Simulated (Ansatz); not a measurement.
Species: CH3BBr2, SMILES `CB(Br)Br` (charge 0, multiplicity 1).

Task: Give a relaxed geometry from Ansatz (an electronic-structure program) with B3LYP-D3(BJ)/def2-TZVP.

Result: the end point of this relaxation (outside a Z-matrix the atoms follow the SMILES, hydrogens last).
Bonds (Å): C1–B2 1.551, C1–H5 1.095, C1–H6 1.094, C1–H7 1.089, B2–Br3 1.920, B2–Br4 1.924. Angles (°): B2–C1–H5 109.3, B2–C1–H6 110.2, B2–C1–H7 113.5, H5–C1–H6 105.7, H5–C1–H7 108.6, H6–C1–H7 109.1, C1–B2–Br3 121.8, C1–B2–Br4 120.1, Br3–B2–Br4 118.0.
